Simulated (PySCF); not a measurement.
**Low-lying terms of Cd³⁰⁺ (cadmium, charge +30)**

Ground state [Ar], ¹S. All numbers are calculated (PySCF 2.14, the spin-free X2C one-electron Hamiltonian (Gaussian nucleus), in an even-tempered Gaussian basis (20 s from 0.704 bohr⁻², ratio 2.5; 14 p from 0.912 bohr⁻², ratio 2.5; 6 d from 1.37 bohr⁻², ratio 2.7; 3 f from 41 bohr⁻², ratio 2.7)). Vertical excitation energies in eV without spin-orbit coupling; excited terms of each kind are numbered among those the solver found. Frozen: [Ne].

```tsv
term	leading excitation	EOM-EE-CCSD
1 3P°	3p → d	156.53
1 3F°	3p → d	162.45
1 1D°	3p → d	171.65
1 3D°	3p → d	171.97
1 1F°	3p → d	172.22
1 1P°	3p → d	207.74
1 3D	3s → d	291.42
1 1D	3s → d	297.12
```

The spin-orbit splitting of the hole, absent here, rivals or exceeds the spacing of these terms, so the LS terms are model states.

The solver can miss terms. The 29 highest virtual orbitals were dropped.
